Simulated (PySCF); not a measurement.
Computed shifts of a molecule CH₈FNSi₂, PBE/pcSseg-1 in PySCF, GIAO, gas phase, atoms alike by connectivity averaged where their shifts nearly agree, in ppm (number of nuclei): ¹³C: -8.4 (1). ²⁹Si: -0.7 (1), -80.2 (1). ¹⁵N: 53.2 (1). ¹⁹F: -165.1 (1). ¹H: 5.59 (1), 4.03 (2), 2.17 (1), 1.67 (1), 0.51 (3). References: ¹³C against TMS (σ = 182.0 ppm); ²⁹Si against TMS (σ = 335.4 ppm); ¹⁵N against NH3 (σ = 267.0 ppm); ¹⁹F against CFCl3 (σ = 133.6 ppm); ¹H against TMS (σ = 31.49 ppm), references at their B3LYP-D3(BJ)/def2-TZVP geometries, non-relativistic. The structure is a stationary point at TPSSh-D3(BJ)/def2-SVP. Other conformers were not sampled.

Task: Which structure fits?
A. N[SiH2][C@H](F)[SiH3]
B. C[SiH2][Si@@H](N)F
C. C[SiH2]N[SiH2]F
D. C[Si@@](N)(F)[SiH3]

Result: B, C[SiH2][Si@@H](N)F
